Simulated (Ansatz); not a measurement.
One geometry of C2H10Si2, SMILES `C[SiH2]C[SiH3]`, several functionals.

```yaml
crystal:
  periodic: [false, false, false]
  atoms:
    - {symbol: C, position_ang: [-1.596405, 0.637174, 1.009431]}
    - {symbol: Si, position_ang: [-0.264266, -0.674341, 1.059994]}
    - {symbol: C, position_ang: [1.225277, -0.191106, 0.027959]}
    - {symbol: Si, position_ang: [0.873920, 0.097967, -1.785798]}
    - {symbol: H, position_ang: [-2.438955, 0.354972, 1.644921]}
    - {symbol: H, position_ang: [-1.212587, 1.596627, 1.365402]}
    - {symbol: H, position_ang: [-1.972855, 0.781235, -0.005921]}
    - {symbol: H, position_ang: [-0.806450, -1.964159, 0.546421]}
    - {symbol: H, position_ang: [0.162038, -0.896175, 2.471474]}
    - {symbol: H, position_ang: [1.977136, -0.983363, 0.113472]}
    - {symbol: H, position_ang: [1.671941, 0.716340, 0.449413]}
    - {symbol: H, position_ang: [2.124702, 0.379881, -2.541531]}
    - {symbol: H, position_ang: [-0.041563, 1.257951, -1.962401]}
    - {symbol: H, position_ang: [0.224365, -1.099101, -2.385337]}
basis:
  gaussian: {orbitals: def2-TZVPP}
hamiltonian: {xc: pbe, dispersion: d4}
output: {forces: true, orbitals: {seedname: orbitals}}
```

```sh
$ ansatz run in.yaml --threads 4 --pin off --events-out ev --progress --plain --max-ram 10444MiB
```

Output, abridged:

```
Functional definition: PBE
1526 factors; their error is unknown
mean field evaluation 1: about -17966.4087 eV, gradient 8.4e1 eV
mean field evaluation 2: about -17940.3463 eV, gradient 1.2e2 eV
mean field evaluation 4: about -17982.3024 eV, gradient 8.2e0 eV
mean field evaluation 8: about -17982.4743 eV, gradient 1.9e-1 eV
mean field evaluation 16: about -17982.4299 eV, gradient 2.7e-4 eV
mean field -17982.42989629 eV, -660.8421097598 hartree, gradient 1.8e-5 eV, S^2 0.000000; 0 other end points of the search recorded, 0 dependent functions left out
reference -17982.42994681 eV, -660.8421116164 hartree; 25, 25 occupied and 261, 261 virtual orbitals, 1526 factors
Total energy: -17982.73313400 eV, -660.8532535401 hartree
Atom 0 at    -1.596405     0.637174     1.009431 Å, force     0.019786    -0.027554     0.003223 eV/Å
Atom 1 at    -0.264266    -0.674341     1.059994 Å, force    -0.016205    -0.032131     0.024555 eV/Å
Atom 2 at     1.225277    -0.191106     0.027959 Å, force    -0.020198    -0.007985    -0.008453 eV/Å
Atom 3 at     0.873920     0.097967    -1.785798 Å, force    -0.005720     0.004018    -0.034356 eV/Å
Atom 4 at    -2.438955     0.354972     1.644921 Å, force    -0.163354    -0.045947     0.118372 eV/Å
Atom 5 at    -1.212587     1.596627     1.365402 Å, force     0.066497     0.183745     0.066381 eV/Å
Atom 6 at    -1.972855     0.781235    -0.005921 Å, force    -0.072521     0.032661    -0.190474 eV/Å
Atom 7 at    -0.806450    -1.964159     0.546421 Å, force    -0.052100    -0.132046    -0.049794 eV/Å
Atom 8 at     0.162038    -0.896175     2.471474 Å, force     0.042626    -0.027540     0.145751 eV/Å
Atom 9 at     1.977136    -0.983363     0.113472 Å, force     0.146345    -0.138755     0.017886 eV/Å
Atom 10 at     1.671941     0.716340     0.449413 Å, force     0.089492     0.162885     0.080152 eV/Å
Atom 11 at     2.124702     0.379881    -2.541531 Å, force     0.123205     0.030853    -0.085283 eV/Å
Atom 12 at    -0.041563     1.257951    -1.962401 Å, force    -0.092206     0.114497    -0.023707 eV/Å
Atom 13 at     0.224365    -1.099101    -2.385337 Å, force    -0.065649    -0.116703    -0.064252 eV/Å
Dipole moment:     0.038846     0.116434     0.099524 e Å
```

It took 1.6 s on 4 threads of an Intel Xeon 6975P-C on a shared host, with 0.42 GiB of host memory at the peak.

Changing it to `hamiltonian: {xc: pbe0, dispersion: d4}` and no forces (abridged; 1.8 s):

```
Functional definition: PBE0
mean field -17984.69229440 eV, -660.9252513568 hartree, gradient 8.3e-5 eV, S^2 0.000000
Total energy: -17984.95055167 eV, -660.9347421366 hartree
```

The same input with `hamiltonian: {xc: {name: wB97X-V}}` and no forces (abridged; 4.6 s):

```
Functional definition: wB97X-V
mean field evaluation 16: about -17991.2346 eV, gradient 2.1e-5 eV
mean field -17991.23455271 eV, -661.1656749153 hartree, gradient 2.1e-5 eV, S^2 0.000000
Total energy: -17991.23455017 eV, -661.1656748219 hartree
```
